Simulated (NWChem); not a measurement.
System: C$_{2}$H$_{6}$N anion

Output (shortened):

```
             Northwest Computational Chemistry Package (NWChem) 7.3.0
             --------------------------------------------------------

 C2V symmetry detected

                             Geometry "geometry" -> ""
                             -------------------------

 Output coordinates in angstroms (scale by  1.889725989 to convert to a.u.)

  No.       Tag          Charge          X              Y              Z
 ---- ---------------- ---------- -------------- -------------- --------------
    1 C                    6.0000     1.14427338     0.00000000     0.15997451
    2 N                    7.0000     0.00000000     0.00000000    -0.63803584
    3 C                    6.0000    -1.14427338     0.00000000     0.15997451
    4 H                    1.0000     1.24695585    -0.89636840     0.87070169
    5 H                    1.0000     1.24695585     0.89636840     0.87070169
    6 H                    1.0000     2.04685761     0.00000000    -0.46812502
    7 H                    1.0000    -1.24695585    -0.89636840     0.87070169
    8 H                    1.0000    -2.04685761     0.00000000    -0.46812502
    9 H                    1.0000    -1.24695585     0.89636840     0.87070169

 Effective nuclear repulsion energy (a.u.)      77.4956945293

      Symmetry information
      --------------------

 Group name             C2v
 Group number             16
 Group order               4
 No. of unique centers     4

                                Z-matrix (autoz)
                                --------

 Units are Angstrom for bonds and degrees for angles

[...]

      ----------------------
      Optimization converged
      ----------------------

  Step       Energy      Delta E   Gmax     Grms     Xrms     Xmax
  ---- ---------------- -------- -------- -------- -------- --------
@    3    -134.43276001 -6.0D-07  0.00006  0.00003  0.00050  0.00095
                                     ok       ok       ok       ok

                                Z-matrix (autoz)
                                --------

 Units are Angstrom for bonds and degrees for angles

[...]

 Rotational Constants
 --------------------
 A=   1.301794 cm-1  (  1.872950 K)
 B=   0.336647 cm-1  (  0.484349 K)
 C=   0.297801 cm-1  (  0.428459 K)

 Temperature                      =   298.15K
 frequency scaling parameter      =   1.0000

 Zero-Point correction to Energy  =   45.934 kcal/mol  (  0.073200 au)
 Thermal correction to Energy     =   48.538 kcal/mol  (  0.077350 au)
 Thermal correction to Enthalpy   =   49.130 kcal/mol  (  0.078293 au)

 Total Entropy                    =   62.097 cal/mol-K
   - Translational                =   37.258 cal/mol-K (mol. weight =  44.0500)
   - Rotational                   =   20.654 cal/mol-K (symmetry #  =        2)
   - Vibrational                  =    4.186 cal/mol-K

 Cv (constant volume heat capacity) =   12.977 cal/mol-K
   - Translational                  =    2.979 cal/mol-K
   - Rotational                     =    2.979 cal/mol-K
   - Vibrational                    =    7.019 cal/mol-K

[normal modes left out]

 ----------------------------------------------------------------------------
 Normal Eigenvalue ||           Projected Infra Red Intensities
  Mode   [cm**-1]  || [atomic units] [(debye/angs)**2] [(KM/mol)] [arbitrary]
 ------ ---------- || -------------- ----------------- ---------- -----------
    1       -0.000 ||    0.020935           0.483        20.409       1.556
    2        0.000 ||    0.015137           0.349        14.756       1.125
    3        0.000 ||    0.022325           0.515        21.763       1.659
    4        0.000 ||    0.004072           0.094         3.969       0.303
    5        0.000 ||    0.005918           0.137         5.769       0.440
    6        0.000 ||    0.002403           0.055         2.342       0.179
    7      294.697 ||    0.013102           0.302        12.773       0.974
    8      311.075 ||    0.000000           0.000         0.000       0.000
    9      412.928 ||    0.001973           0.046         1.923       0.147
   10      982.110 ||    0.109983           2.537       107.217       8.173
   11     1089.640 ||    0.000015           0.000         0.015       0.001
   12     1101.308 ||    0.000000           0.000         0.000       0.000
   13     1125.048 ||    0.074374           1.716        72.504       5.527
   14     1186.005 ||    0.043943           1.014        42.837       3.266
   15     1246.783 ||    0.311371           7.184       303.540      23.140
   16     1370.946 ||    0.067695           1.562        65.993       5.031
   17     1390.776 ||    0.000000           0.000         0.000       0.000
   18     1393.213 ||    0.000301           0.007         0.293       0.022
   19     1405.074 ||    0.000370           0.009         0.360       0.027
   20     1435.989 ||    0.008759           0.202         8.538       0.651
   21     1447.843 ||    0.006846           0.158         6.674       0.509
   22     2462.248 ||    1.526545          35.219      1488.152     113.446
   23     2477.581 ||    0.000000           0.000         0.000       0.000
   24     2530.817 ||    0.490451          11.315       478.116      36.448
   25     2613.935 ||    0.592972          13.680       578.059      44.067
   26     2932.452 ||    0.255290           5.890       248.870      18.972
   27     2936.117 ||    0.058376           1.347        56.908       4.338
 ----------------------------------------------------------------------------
```

Level: B3LYP/def2-SVPD. The highest occupied level is positive, so the extra electron may be held by the finite basis. B3LYP is NWChem's, with the RPA form of VWN correlation.

**Question.** Write an input that gives this output.

**Answer.** Several could match; the one computed here: the input that was run:
```
start job
memory heap 200 mb stack 900 mb global 1100 mb
charge -1
geometry units angstroms
  C      1.152366    -0.056768     0.159424
  N     -0.024383     0.218327    -0.537540
  C     -1.134114    -0.106652     0.242893
  H      1.290596    -1.152127     0.476022
  H      1.279009     0.508596     1.151129
  H      2.027758     0.199019    -0.454928
  H     -1.201064    -1.206487     0.566980
  H     -2.062261     0.109896    -0.305576
  H     -1.212650     0.454236     1.242088
end
basis spherical
  * library def2-svpd
end
dft
  xc b3lyp
  iterations 150
end
driver
  maxiter 120
end
task dft optimize
task dft freq
```
